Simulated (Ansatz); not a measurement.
```yaml
crystal:
  periodic: [false, false, false]
  atoms:
    - {symbol: Mo, position_ang: [-0.255495, 1.213630, -1.358871]}
    - {symbol: Mo, position_ang: [-1.431444, 1.073516, 1.478122]}
    - {symbol: Mo, position_ang: [1.496327, -1.302562, 0.328912]}
    - {symbol: O, position_ang: [1.135478, -2.836339, -0.959506]}
    - {symbol: O, position_ang: [-2.772548, 0.062088, 1.154229]}
    - {symbol: O, position_ang: [2.986438, -0.834049, 0.672600]}
    - {symbol: O, position_ang: [0.137135, -0.340991, 1.417005]}
    - {symbol: O, position_ang: [0.461784, -3.155770, 0.227746]}
    - {symbol: O, position_ang: [-1.801144, 0.818536, -2.511796]}
    - {symbol: O, position_ang: [-1.110104, 2.002206, 2.208236]}
    - {symbol: O, position_ang: [-0.127204, 3.104605, -1.247106]}
    - {symbol: O, position_ang: [1.209157, 0.118591, -1.012647]}
basis:
  gaussian: {orbitals: STO-3G}
hamiltonian: {xc: {name: BLYP}, dispersion: d3bj}
scf: {omitted_lower_state_checks: [starts]}
output: {forces: true}
```

```sh
$ ansatz run in.yaml --threads 4 --pin off --events-out ev --progress --plain --max-ram 6963MiB
```

It prints (some lines left out):

```
Functional definition: BLYP
1689 factors; integrals over basis functions are off by at most 3.3e-4 eV
mean field evaluation 1: about -339567.5985 eV, gradient 1.2e2 eV
mean field evaluation 2: about -338540.3061 eV, gradient 4.5e2 eV
mean field evaluation 4: about -339601.8217 eV, gradient 5.7e1 eV
mean field evaluation 8: about -339601.8228 eV, gradient 5.7e1 eV
mean field evaluation 16: about -339611.0194 eV, gradient 7.9e-4 eV
mean field -339611.01943317 eV, -12480.4747675522 hartree, gradient 2.0e-5 eV, S^2 0.000000; 0 other end points of the search recorded, 0 dependent functions left out
reference -339611.01975971 eV, -12480.4747795524 hartree; 99, 99 occupied and 27, 27 virtual orbitals, 1689 factors
Total energy: -339612.28690199 eV, -12480.5213461723 hartree
Atom 0 at    -0.255495     1.213630    -1.358871 Å, force    -6.681313     6.035583    -1.844837 eV/Å
Atom 1 at    -1.431444     1.073516     1.478122 Å, force   -15.913305   -88.485617   -73.260580 eV/Å
Atom 2 at     1.496327    -1.302562     0.328912 Å, force   -11.547129     1.144138    -3.220976 eV/Å
Atom 3 at     1.135478    -2.836339    -0.959506 Å, force     2.186646     2.236500    -0.622777 eV/Å
Atom 4 at    -2.772548     0.062088     1.154229 Å, force    -5.617381    -0.461951     1.705072 eV/Å
Atom 5 at     2.986438    -0.834049     0.672600 Å, force     5.900073     0.365034     1.949195 eV/Å
Atom 6 at     0.137135    -0.340991     1.417005 Å, force     0.697466     0.220909    -1.119538 eV/Å
Atom 7 at     0.461784    -3.155770     0.227746 Å, force    -0.257845     0.599555     2.601836 eV/Å
Atom 8 at    -1.801144     0.818536    -2.511796 Å, force     7.177491     1.431386     5.157095 eV/Å
Atom 9 at    -1.110104     2.002206     2.208236 Å, force    25.112398    85.798099    68.917512 eV/Å
Atom 10 at    -0.127204     3.104605    -1.247106 Å, force    -0.089717    -8.403429    -0.560375 eV/Å
Atom 11 at     1.209157     0.118591    -1.012647 Å, force    -0.967384    -0.480206     0.298373 eV/Å
Dipole moment:     0.419159     0.024216     0.684793 e Å
Checks for a lower state left out: starts
```

Hardware: 4 threads of Arm Neoverse V2 on a shared host. Wall time 7 s.
